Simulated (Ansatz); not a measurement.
`[CH3][GeH2][Cl]` → `[CH3][GeH][Cl]`• + H•  (homolysis of the Ge–H bond)

Gas-phase electronic energies from Ansatz, PBE0-D4/def2-TZVP geometries. CCSD(T)/CBS adds triple-zeta CCSD(T) − MP2 to the extrapolated MP2 energy (def2 sets, frozen cores). This one scheme is used for every species, atoms too. DFT in def2-TZVPP. HSE06 is defined as in plane-wave codes. No spin–orbit coupling; open shells (•) take unrestricted orbitals. For Ge outer-core shells are correlated without core-valence functions, so the limit isn't a true one: a few kJ/mol of doubt a bond, and 10 to 20 or more in all where bonds break to atoms. Scalar relativity is left out up to krypton.

| level | ΔE (kcal/mol) | difference from CCSD(T)/CBS |
| --- | --- | --- |
| r2SCAN-D4 | 85.2 | -5.5 |
| B97M-V | 88.9 | -1.8 |
| PBE | 83.0 | -7.7 |
| r2SCAN | 85.1 | -5.6 |
| HSE06 | 84.6 | -6.1 |
| MP2/def2-SVP | 84.3 | -6.4 |
| HF/def2-TZVPP | 69.6 | -21.1 |
| CCSD/def2-TZVPP | 89.1 | -1.6 |
| CCSD(T)/def2-TZVPP | 89.2 | -1.5 |
| HF/def2-QZVPP | 69.6 | -21.1 |
| CCSD(T)/CBS | 90.7 | 0 |

Largest T1 diagnostic among the species: 0.012.

From PBE to PBE0 (25 % exact exchange), in def2-TZVPP and without D4, ΔE moves by +1.7 kcal/mol. At CCSD(T), def2-SVP lies −4.1 kcal/mol from the extrapolated value and def2-TZVPP −1.5 kcal/mol: correlation converges slowly with the basis, and small sets miss more of it in the bonded molecule than in its fragments.
